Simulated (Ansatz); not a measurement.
Stepwise reaction of `[O]=[Mo]([OH])([OH])([F])[Cl]` with hydrogen chloride, as a gas-phase model of exchange steps in deposition or etching. ΔE in kJ/mol; ΔG adds harmonic PBE0-D4 terms to CCSD(T)/CBS, at 1 bar.

Isolated molecules relaxed with PBE0-D4/def2-TZVP in Ansatz; ΔE leaves out vibrations. CCSD(T)/CBS adds triple-zeta CCSD(T) − MP2 to the extrapolated MP2 energy (def2 sets, frozen cores). This one scheme is used for every species. Functionals use def2-TZVPP. B3LYP here is the variant with VWN-RPA as its local correlation; programs differ in this. Elements past krypton have def2 core potentials. For Mo outer-core shells are correlated without core-valence functions, which leaves a few kJ/mol of doubt a bond. One conformer a species, not always the lowest.

```csv
step,reaction,PBE-D4,B3LYP-D4,ωB97M-V,CCSD(T)/CBS,ΔG(600 K)
1,`[O]=[Mo]([OH])([OH])([F])[Cl]` + HCl → `[O]=[Mo]([OH])([F])([Cl])[Cl]` + H₂O,-9.7,-6.3,-3.5,-10.5,-14.2
```

Q: Give the row of step 2, `[O]=[Mo]([OH])([F])([Cl])[Cl]` + HCl → `[O]=[Mo]([F])([Cl])([Cl])[Cl]` + H₂O. (An estimate is asked.)

A: Ansatz gave: 
```csv
step,reaction,PBE-D4,B3LYP-D4,ωB97M-V,CCSD(T)/CBS,ΔG(600 K)
2,`[O]=[Mo]([OH])([F])([Cl])[Cl]` + HCl → `[O]=[Mo]([F])([Cl])([Cl])[Cl]` + H₂O,-14.8,-11.9,-6.2,-16.0,-6.1
```

Q: By hand: ΔE of the 2 steps together at CCSD(T)/CBS.

A: (-10.5) + (-16.0) = -26.5 kJ/mol, or -13.2 kJ/mol a step.

In ΔE each step is lower than the one before. All are downhill at CCSD(T)/CBS. ΔG lies between -14.2 and -6.1 kJ/mol a step. PBE-D4 differs from CCSD(T)/CBS by 0.8 to 1.2 kJ/mol a step. Only this route is followed, and other bonds may react first. Isolated molecules leave out the surface, adducts and barriers. Largest T1 diagnostic: 0.024.
